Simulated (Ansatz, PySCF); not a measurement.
Dimer: PH3 (SMILES P) (first 4 atoms) with Si2H6 (SMILES [SiH3][SiH3]); geometry from B3LYP-D3(BJ)/def2-TZVP, rigid monomers moved along the line of their centres of mass till H4···Si5 is 3.89 Å.
(charge 0, multiplicity 1):
```xyz
12

P     -0.36015     0.22824    -0.07538
H      0.78130    -0.17925     0.66057
H      0.36734     1.17819    -0.83875
H     -0.74947     1.18356     0.89775
Si     0.70990     0.77080     4.48335
Si    -0.77542    -1.04254     4.42141
H      0.05609     1.99568     3.96331
H      1.91122     0.48801     3.66205
H      1.13926     1.01999     5.88152
H     -1.96020    -0.75794     5.26707
H     -0.10837    -2.26417     4.93382
H     -1.23600    -1.30222     3.03631
```

Monomers are frozen at their geometry in the pair; levels with a basis set take the counterpoise correction.

Frozen-core correlation.

Programs: Ansatz (Gaussian orbitals); PySCF for the dispersion terms. 

PBE/def2-TZVPPD gives -1.4 kJ/mol for the interaction energy.

Problem. Predict the shift from PBE, with its sign, for: PBE-D3(BJ)/def2-TZVPPD, r2SCAN/def2-TZVPPD, PBE0/def2-TZVPPD, wB97M-V/def2-TZVPPD, MP2/aug-cc-pV(D+d)Z, CCSD(T)/aug-cc-pV(D+d)Z.

Solution. PBE-D3(BJ)/def2-TZVPPD -4.6; r2SCAN/def2-TZVPPD -0.6; PBE0/def2-TZVPPD 0.4; wB97M-V/def2-TZVPPD -2.7; MP2/aug-cc-pV(D+d)Z -2.5; CCSD(T)/aug-cc-pV(D+d)Z -2.5 kJ/mol. 1 of 6 lie above PBE; the widest gap is to PBE-D3(BJ)/def2-TZVPPD.

Ansatz is an electronic-structure program.
